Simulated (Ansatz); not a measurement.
Consider the hydrogenolysis of the Si–C bond: `N#C[SiH](F)Cl` + H₂ → `F[SiH2]Cl` + `C#N`.

Calculated with Ansatz (gas phase, PBE0-D4/def2-TZVP geometries, no zero-point term in ΔE). CBS: MP2 limit from def2 TZ/QZ plus the TZ coupled-cluster correction, frozen cores. This one scheme is used for every species.

`N#C[SiH](F)Cl`:

```xyz
6

N    -1.610    1.302    1.317
C    -0.832    0.697    0.722
Si    0.423   -0.217   -0.264
F     1.266   -1.085    0.751
Cl   -0.546   -1.421   -1.559
H     1.300    0.724   -0.968
```

H₂:

Z-matrix (Å, degrees):
```
H
H 1 0.746
```

`F[SiH2]Cl`:

Z-matrix (Å, degrees):
```
Si
F 1 1.589
Cl 1 2.036 2 108.8
H 1 1.475 2 108.3 3 -118.2
H 1 1.475 2 108.3 3 118.2
```

`C#N`:

Z-matrix (Å, degrees):
```
C
N 1 1.146
H 1 1.069 2 180.0
```

```tsv
level	ΔE (eV)
MP2/def2-QZVPP	0.18
SCS-MP2/def2-QZVPP	0.12
```

(1) What does CCSD(T)/CBS give? (Best estimate.)

Largest T1 diagnostic among the species: 0.014.

Results:

(1) Ansatz gave: +0.11 eV. The listed levels differ from it by 0.07, 0.01 eV.

The D4 term adds +0.08 eV with B3LYP and +0.04 eV with PBE0; it sums over pairs of atoms, weighted by their polarisabilities, and B3LYP, whose exchange is more repulsive, gets the larger term. From BLYP to BHLYP (50 % exact exchange), in def2-TZVPP and without D4, ΔE moves by −0.06 eV.

B3LYP here is the variant with VWN-RPA as its local correlation; programs differ in this.
